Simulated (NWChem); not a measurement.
# BCl cation, doublet; SMILES of the neutral closed-shell parent BCl

```xyz
2

B      0.0000     0.0000    -1.2134
Cl     0.0000     0.0000     0.3903
```
Atoms are numbered in this order, from 1.

Results from NWChem. Spin-unrestricted. Coordinates come from a PBE0/def2-SVP, spin-unrestricted optimisation. The spin multiplicity was typed, not searched, and may not be the lowest. No stability test was run on the SCF state. B3LYP is NWChem's, with the RPA form of VWN correlation. Vertical excitations in the gas phase. Excited states of an open shell can be spin-contaminated.

What does the run give for B3LYP/aug-cc-pVDZ, TDA? Quantities: lowest excitation (eV); oscillator strength of that lowest state; lowest state with f > 0.02 (eV); oscillator strength of that bright state; lowest empty minus highest occupied level, either spin (eV).


```
Property                                                     Result
-----------------------------------------------------------  ------
lowest excitation (eV)                                         4.50
oscillator strength of that lowest state                      0.000
lowest state with f > 0.02 (eV)                                5.23
oscillator strength of that bright state                      0.038
lowest empty minus highest occupied level, either spin (eV)    4.99
```
